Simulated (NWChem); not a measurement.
# C3H7Cl; SMILES ClC(C)C

Results from NWChem. Pople sets run with spherical d functions. Each level has its own optimisation. Computed dipoles belong to the equilibrium geometry; the measured one is vibrationally averaged.

Measured dipole moment: 2.17 D (NIST CCCBDB, as tabulated in the package chemicals).

### Question
Which of these levels lies farthest from the measured value, and how do the others fare: Hartree-Fock/STO-3G; Hartree-Fock/3-21G; B3LYP/3-21G; B3LYP/6-31G*; PBE0/def2-SVP?

### Answer
Hartree-Fock/3-21G.
```
level                dipole moment (D)  computed − measured
-------------------  -----------------  -------------------
Hartree-Fock/3-21G                3.29                +1.12
B3LYP/6-31G*                      2.37                +0.20
Hartree-Fock/STO-3G               2.68                +0.51
B3LYP/3-21G                       2.93                +0.76
PBE0/def2-SVP                     2.04                -0.13
```
